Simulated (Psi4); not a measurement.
Psi4 input (wB97X-D/6-31G*):

```
memory 1500 MB

molecule {
-1 1
Si   -1.97797700   -0.16213000   -0.39471300
Si    0.20433100   -0.66023900    0.31652900
Cl    1.65471100    0.90133100   -0.07556100
H    -2.35721600   -1.56712200    0.11288700
H    -2.31764100    0.53405500    0.92789600
H     0.82426800   -1.81919700   -0.40917200
H     0.55154000   -0.95718700    1.74749300
symmetry c1
no_reorient
no_com
}

set {
  basis 6-31G*
  reference rks
  scf_type pk
  dft_radial_points 99
  dft_spherical_points 590
  e_convergence 1e-8
  d_convergence 1e-7
  maxiter 150
}

e = energy('wb97x-d')
print_out(f'\nFINAL {e:.10f} DIPOLE {variable("CURRENT DIPOLE")[0]:.6f} {variable("CURRENT DIPOLE")[1]:.6f} {variable("CURRENT DIPOLE")[2]:.6f}\n')
```

From the output:

```
    One-Electron Energy =               -1801.1018859577927742
    Two-Electron Energy =                 635.3286018619024844
    DFT Exchange-Correlation Energy =     -52.0026547120443254
    Empirical Dispersion Energy =          -0.0021136958110195
    VV10 Nonlocal Energy =                  0.0000000000000000
    Total Energy =                      -1041.5904947037670354

Computation Completed

Properties will be evaluated at   0.000000,   0.000000,   0.000000 [a0]

Properties computed using the SCF density matrix

 Multipole Moments:

 ------------------------------------------------------------------------------------
     Multipole            Electronic (a.u.)      Nuclear  (a.u.)        Total (a.u.)
 ------------------------------------------------------------------------------------

 L = 1.  Multiply by 2.5417464519 to convert [e a0] to [Debye]
 Dipole X            :          1.3414844           -0.0000113            1.3414731
 Dipole Y            :         -0.1660744            0.0000189           -0.1660555
 Dipole Z            :          0.5260539           -0.0000170            0.5260369
 Magnitude           :                                                    1.4504618

 ------------------------------------------------------------------------------------

FINAL -1041.5904947038 DIPOLE 1.341473 -0.166055 0.526037

*** Psi4 exiting successfully. Buy a developer a beer!
```

The dipole moment of an ion depends on the origin.

The geometry given is a B3LYP-D3(BJ)/def2-TZVP minimum.
